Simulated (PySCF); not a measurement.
Computed shifts of a molecule C2H8GeO3, PBE/pcSseg-1 in PySCF, GIAO, gas phase, equivalent atoms averaged, in ppm (number of nuclei): ¹³C: 17.5 (1), 11.6 (1). ¹H: 1.53 (3), 1.46 (1), 1.43 (1), 1.35 (1), 0.83 (1), 0.68 (1). References: ¹³C against TMS (σ = 182.0 ppm); ⁷³Ge against GeH4 (σ = 1614.4 ppm); ¹⁷O against H2O (σ = 334.3 ppm); ¹H against TMS (σ = 31.49 ppm), references at their B3LYP-D3(BJ)/def2-TZVP geometries, non-relativistic. Coordinates come from a B3LYP-D3(BJ)/def2-SVP optimisation. The values are those of a single conformer.

Task: Identify the compound among the candidates.
A) CO[CH2][GeH]([OH])[OH]
B) C[CH2][Ge]([OH])([OH])[OH]
C) C[O][GeH]([OH])[O]C
D) C[O][Ge]([CH3])([OH])[OH]

Result: B, C[CH2][Ge]([OH])([OH])[OH]
